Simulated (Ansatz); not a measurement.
Harmonic frequencies (cm⁻¹) at PBE0-D4/def2-TZVP from Ansatz: 70, 120, 176, 194, 233, 285, 304, 518, 641, 669, 733, 823, 858, 887, 982, 988, 1045, 1257, 1267, 1408, 1437, 1495, 1499, 2246, 2706, 3045, 3050, 3088, 3119, 3129.

Each molecule was computed in one conformer, which needn't be the lowest.

Task: Which molecule is it?
A. `CS[SiH2]CF`
B. `CC[SiH](F)S`
C. `C[Si](C)(F)S`
D. `C[SiH](S)CF`

Result: B.
